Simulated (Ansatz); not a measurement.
`[AlH2][CH2][GeH3]` + `N[SiH](F)Cl` → `F[SiH](Cl)[NH][GeH3]` + `[CH3][AlH2]`  (ligand exchange at a Ge–C bond)

Calculated with Ansatz (gas phase, PBE0-D4/def2-TZVP geometries, no zero-point term in ΔE). CCSD(T)/CBS adds triple-zeta CCSD(T) − MP2 to the extrapolated MP2 energy (def2 sets, frozen cores). This one scheme is used for every species. Functionals use def2-TZVPP. For Ge outer-core shells are correlated without core-valence functions, which leaves a few kJ/mol of doubt a bond. Scalar relativity is left out up to krypton. Each species was taken in one conformer, which may not be the lowest.

`[AlH2][CH2][GeH3]`:

```xyz
10

Al    0.053    1.803   -0.277
C    -0.819    0.084   -0.026
Ge    0.437   -1.399    0.222
H     0.397    2.709    0.982
H     0.451    2.286   -1.736
H    -1.434   -0.173   -0.894
H    -1.463    0.097    0.858
H     1.327   -1.143    1.455
H     1.356   -1.531   -1.008
H    -0.305   -2.733    0.424
```

`N[SiH](F)Cl`:

Z-matrix (Å, degrees):
```
Si
F 1 1.593
Cl 1 2.039 2 105.8
N 1 1.685 2 114.5 3 -118.7
H 1 1.471 2 106.2 3 118.7
H 4 1.006 1 122.2 2 81.4
H 4 1.006 1 121.7 2 -76.3
```

`F[SiH](Cl)[NH][GeH3]`:

```xyz
10

F    -1.819    1.339    1.207
Si   -1.357    0.655   -0.156
Cl   -2.019    1.895   -1.639
N     0.314    0.469   -0.283
Ge    1.327   -0.958    0.313
H    -2.033   -0.651   -0.219
H     0.842    1.260   -0.622
H     0.325   -2.039    0.733
H     2.197   -0.525    1.505
H     2.223   -1.443   -0.837
```

`[CH3][AlH2]`:

Cartesian coordinates in Å:
```
C -0.702 -0.104 -0.546
Al 0.810 0.142 0.662
H -1.034 0.833 -0.999
H -0.408 -0.766 -1.370
H -1.557 -0.576 -0.056
H 1.841 1.332 0.438
H 1.051 -0.862 1.871
```

```
             level  ΔE (kJ/mol)
           ωB97M-V        -14.8
     HF/def2-TZVPP        -22.7
CCSD(T)/def2-TZVPP        -15.3
     HF/def2-QZVPP        -23.4
```

(1) What does CCSD(T)/CBS give? (Estimate.)

Largest T1 diagnostic among the species: 0.011.

## Answers

(1) Computed: -12.7 kJ/mol. The listed levels differ from it by -2.1, -10.0, -2.6, -10.7 kJ/mol.

In def2-TZVPP, CCSD(T) changes the Hartree–Fock value by +7.4 kJ/mol (the triples alone add +0.6 kJ/mol) and MP2 by +8.0 kJ/mol.
